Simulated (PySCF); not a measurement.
C9H8SSe, SMILES Cc1ccsc1-c1ccc[se]1. Atoms are numbered in the order given.

```xyz
19

C     -1.7303    -1.5119    -1.1820
C     -1.8881    -0.1454    -0.5798
C     -3.1288     0.5678    -0.5783
C     -3.0577     1.8063     0.0251
S     -1.4657     2.1348     0.6100
C     -0.8614     0.5835     0.0410
C      0.5320     0.2601     0.2643
C      1.4934     1.0493     0.8916
C      2.8010     0.4905     0.9825
C      2.9378    -0.7666     0.4323
Se     1.3267    -1.3793    -0.2875
H     -2.6878    -1.8651    -1.6101
H     -1.4039    -2.2627    -0.4301
H     -0.9758    -1.5223    -1.9981
H     -4.0511     0.1630    -1.0185
H     -3.8541     2.5479     0.1599
H      1.2471     2.0451     1.2900
H      3.6400     1.0212     1.4560
H      3.8406    -1.3880     0.3851
```
Charge 0, spin multiplicity 1.

Coordinates come from a PBE-D3(BJ)/def2-SVP optimisation. The structure was generated by enumeration, and PubChem lists no compound with its InChIKey, so it may never have been made. Other conformers were not sampled.

These are M06-2X/def2-SVP in PySCF values and carry that method's errors.

ESP charges are fitted to the potential on shells at 1.4 to 2.0 van der Waals radii. Atomic charges (e):

```
atom  Mulliken    IAO  ESP fit
----  --------  -----  -------
C1       -0.01  -0.40    -0.46
C2       -0.11  -0.02     0.42
C3           …  -0.18    -0.46
C4           …  -0.30    -0.14
S5           …   0.31     0.00
C6           …  -0.15    -0.18
C7       -0.14  -0.16    -0.07
C8           …  -0.18     0.01
C9           …  -0.16    -0.33
C10          …  -0.33    -0.20
Se11         …   0.35     0.05
H12       0.05   0.14     0.14
H13       0.08   0.14     0.13
H14       0.08   0.14     0.13
H15       0.03   0.15     0.22
H16       0.07   0.17     0.20
H17       0.04   0.15     0.13
H18       0.04   0.15     0.20
H19       0.07   0.16     0.21
```

Problem. Some entries are withheld; supply them. (Estimate from the structure and the level; the computed values follow.)

Solution. 
- C3, Mulliken: -0.02
- C4, Mulliken: -0.10
- S5, Mulliken: 0.10
- C6, Mulliken: -0.11
- C8, Mulliken: -0.07
- C9, Mulliken: 0.01
- C10, Mulliken: -0.16
- Se11, Mulliken: 0.17

Computed Mayer and Wiberg (Löwdin basis) orders of the bonds:
```
bond      Mayer  Wiberg
--------  -----  ------
C1–C2      1.09    1.06
C2–C3      1.28    1.28
C3–C4      1.57    1.66
C4–S5      1.16    1.32
C2–C6      1.52    1.51
S5–C6      1.13    1.23
C6–C7      1.15    1.19
C7–C8      1.55    1.57
C8–C9      1.26    1.31
C9–C10     1.59    1.67
C7–Se11    1.10    1.21
C10–Se11   1.14    1.29
C1–H12     0.95    0.95
C1–H13     0.94    0.94
C1–H14     0.94    0.94
C3–H15     0.98    0.93
C4–H16     0.96    0.96
C8–H17     0.98    0.93
C9–H18     0.98    0.93
C10–H19    0.96    0.96
```
